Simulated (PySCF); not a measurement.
Input of a run (PBE0-D3(BJ)/def2-SVP geometry optimisation, gas phase (PySCF 2.14.0)), started from a GFN2-xTB structure with every atom displaced at random (by about 0.01 Å):
```
{"job": {"xc": "PBE0", "basis": "def2-SVP", "d3": "d3bj", "grid": 1, "shake": 0.01, "kind": "geom"}, "charge": 0, "multiplicity": 1}
F      2.278520    -1.396000    -0.241370
B      1.702830    -0.184850    -0.073290
C      0.177360    -0.085300    -0.027210
C     -0.965190    -0.637780    -0.066970
Cl    -1.974600    -1.985480    -0.231580
C     -1.029480     0.831370     0.133070
H      2.442380     0.733580     0.033880
H     -1.301760     1.474790    -0.691150
H     -1.272250     1.232520     1.130890
```

Output (energies in Eh, forces in Eh/bohr):
```
step   0  E = -700.23923190  max force = 0.065132
step   1  E = -700.24245640  max force = 0.015098
step   2  E = -700.24269014  max force = 0.010181
step   3  E = -700.24323650  max force = 0.003653
step   4  E = -700.24324580  max force = 0.004274
step   5  E = -700.24338292  max force = 0.000764
step   6  E = -700.24340942  max force = 0.000688
step   7  E = -700.24342789  max force = 0.000664
step   8  E = -700.24343264  max force = 0.000409
optimisation converged
```

Question: Summarise the run.

Answer: The energy falls by 11.0 kJ/mol over 9 energy and gradient evaluations, the largest force component goes from 0.0651 to 4.1e-04 Eh/bohr, and the atoms move by 0.029 Å rms after alignment. The bond that changes most is C3=C4 (fully substituted alkene carbon to vinylic C–Cl carbon), which lengthens by 0.040 Å. Bonds longer at the end by more than 0.005 Å: 4 of 9; shorter: 3. Among the angles that change most is C3–C4–Cl5, from 152.4° to 148.2°. The energy never rose by more than 1e-6 Eh on the way. The first step brought 77 % of the lowering.

Question: What are the final bond lengths?

Answer: F1–B2 1.325 Å, B2–C3 1.532 Å, C3=C4 1.310 Å, C4–Cl5 1.677 Å, C4–C6 1.468 Å, C3–C6 1.541 Å, B2–H7 1.208 Å, C6–H8 1.100 Å, C6–H9 1.100 Å. Numbering counts from 1 in the input's order; the species is `B(F)C1=C(Cl)C1`.

The run used 103 basis functions and 64 SCF cycles in all. Hardware: Arm Neoverse V1, one thread (shared host). Cost: 34 s, 0.42 GiB resident at most.

Stationary, but not proved a minimum. The numbers are those of one conformer.

Shape of the structure used: `[F:1][BH:2][C:3]1=[C:4]([Cl:5])[CH2:6]1`: F1–B2–C3–C4 2°.
